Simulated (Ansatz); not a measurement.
Cost and result for the atomization energy of `C[SiH](C)O[SiH3]` (15 atoms, 14 bonds).

```xyz
15

C    -1.3260    0.6782   -1.6276
Si    0.1050   -0.0076   -0.6598
C    -0.0424   -1.8480   -0.4146
O     0.1332    0.7459    0.8028
Si    1.0100    1.0267    2.1474
H    -1.2298    1.7592   -1.7518
H    -2.2718    0.4777   -1.1176
H    -1.3736    0.2260   -2.6219
H     1.3857    0.2937   -1.3645
H    -0.9686   -2.0999    0.1088
H    -0.0459   -2.3666   -1.3773
H     0.7941   -2.2368    0.1714
H     0.2438    1.9445    3.0263
H     1.2710   -0.2436    2.8776
H     2.3152    1.6505    1.8009
```

Charge 0, multiplicity 1. The geometry is a stationary point of PBE0-D4/def2-TZVP. It is one conformer, not always the lowest. Program: Ansatz. All runs use 2 threads of an AMD EPYC 7R13 on a shared host and a share of an NVIDIA H100 80 GB. Times are those of one run each, without the atoms' runs, and a repeat can differ threefold. Electronic energies, without spin–orbit coupling; frozen cores. CCSD(T)/CBS adds CCSD(T) − MP2 in def2-TZVPP to the MP2 limit, and its time is that of the two runs behind it. T1 = 0.010. B3LYP takes the VWN-RPA correlation (the form of Gaussian; ORCA's B3LYP/G).

CCSD(T)/CBS is a level of theory with its own doubt, some kJ/mol a heavy atom from the limit and from the frozen cores, so smaller differences don't rank the functionals.

```json
{"level": "r2SCAN-D4/def2-TZVPP (with forces)", "functions": "317", "wall time": "6.5 s"}
{"level": "PBE-D4/def2-TZVPP (with forces)", "functions": "317", "wall time": "6.5 s"}
{"level": "PBE0-D4/def2-TZVPP", "functions": "317", "wall time": "7 s"}
{"level": "ωB97X-V/def2-TZVPP", "functions": "317", "wall time": "7.5 s"}
{"level": "B3LYP-D4/def2-TZVPP (with forces)", "functions": "317", "wall time": "8.1 s"}
{"level": "B2PLYP/def2-TZVPP", "functions": "317", "wall time": "9 s"}
{"level": "MP2/def2-QZVPP", "functions": "611", "wall time": "9.5 s"}
{"level": "CCSD(T)/def2-TZVPP", "functions": "317", "wall time": "11 s"}
{"level": "ωB97M-V/def2-TZVPP (with forces)", "functions": "317", "wall time": "12 s"}
{"level": "CCSD(T)/CBS(def2)", "functions": "–", "wall time": "21 s"}
```

**Question.** What atomization energy does each give, and how far from CCSD(T)/CBS? (An estimate is asked.)

**Answer.** Computed: 
| level | atomization (kJ/mol) | difference from CCSD(T)/CBS | per bond |
| --- | --- | --- | --- |
| r2SCAN-D4/def2-TZVPP (with forces) | 5480.5 | -10.2 | -0.7 |
| PBE-D4/def2-TZVPP (with forces) | 5474.7 | -16.0 | -1.1 |
| PBE0-D4/def2-TZVPP | 5438.7 | -52.0 | -3.7 |
| ωB97X-V/def2-TZVPP | 5499.0 | 8.3 | 0.6 |
| B3LYP-D4/def2-TZVPP (with forces) | 5475.9 | -14.8 | -1.1 |
| B2PLYP/def2-TZVPP | 5420.1 | -70.6 | -5.0 |
| MP2/def2-QZVPP | 5469.8 | -20.9 | -1.5 |
| CCSD(T)/def2-TZVPP | 5360.6 | -130.1 | -9.3 |
| ωB97M-V/def2-TZVPP (with forces) | 5491.6 | 0.9 | 0.1 |
| CCSD(T)/CBS(def2) | 5490.7 | 0.0 | 0.0 |

The D4 term adds +50.0 kJ/mol with B3LYP and +26.8 kJ/mol with PBE0; it sums over pairs of atoms, weighted by their polarisabilities, and B3LYP, whose exchange is more repulsive, gets the larger term. In def2-TZVPP, CCSD(T) changes the Hartree–Fock value by +1166.9 kJ/mol (the triples alone add +52.1 kJ/mol) and MP2 by +1197.9 kJ/mol; breaking electron pairs costs correlation energy, which Hartree–Fock lacks. From PBE to PBE0 (25 % exact exchange), in def2-TZVPP and without D4, the atomization energy moves by −31.4 kJ/mol: exact exchange takes away binding that semilocal exchange gives to molecules.
